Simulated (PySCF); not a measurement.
**Spinor energies of Nd²²⁺ (neodymium, charge +22)**

Start: [Kr] 4d2; 4d3/2 filled at m_j = +1/2, +3/2. Calculated with PySCF 2.14 in an even-tempered Gaussian basis (18 s from 1.5 bohr⁻², ratio 2.8; 14 p from 2 bohr⁻², ratio 2.8; 9 d from 2 bohr⁻², ratio 2.8; 4 f from 7.4 bohr⁻², ratio 3): generalised Hartree-Fock with the X2C-1e Hamiltonian and a Gaussian nucleus; spin-orbit coupling (SO) screened by Boettger's factors.

```csv
spinor shell,electrons,"ε, screened SO (eV)",weight of nominal j (screened SO),"rms radius, screened SO (bohr)"
1s1/2,2,-44418.3,1.000,0.0269
2s1/2,2,-7833.2,1.000,0.109
2p1/2,2,-7432.3,1.000,0.0938
2p3/2,4,-6906.3,1.000,0.0998
3s1/2,2,-2223.8,1.000,0.283
3p1/2,2,-2053.1,1.000,0.273
3d3/2,4,-1650.7,0.999,0.257
3d5/2,6,-1625.1,1.000,0.260
4s1/2,2,-886.85,1.000,0.601
4p1/2,2,-816.42,0.993,0.613
4p3/2,4,-781.18,0.996,0.636
4d3/2,2,-677.91,0.984,0.644
```

(1) Where does 3p3/2 lie, and what is the 3p spin-orbit splitting (screened SO)?

```csv
quantity,screened SO
E (hartree),-9415.10182
M_J,2
⟨J²⟩,6.103
⟨L²⟩,10.646
⟨S²⟩,1.624
```

Each row is a mean over spinors that exchange with the open shell spreads, by up to 12.237 eV (4p1/2).

⟨J²⟩ departs a little from M_J(M_J + 1) because the unrestricted spinors polarise the closed shells.

Breit and QED terms are absent; they matter most for the inner s and p1/2 levels.

Densities and radii are taken from the X2C orbitals without a picture-change correction, which distorts them close to the nucleus.

## Answers

(1) At -1943.7 eV, 109.44 eV above 3p1/2.
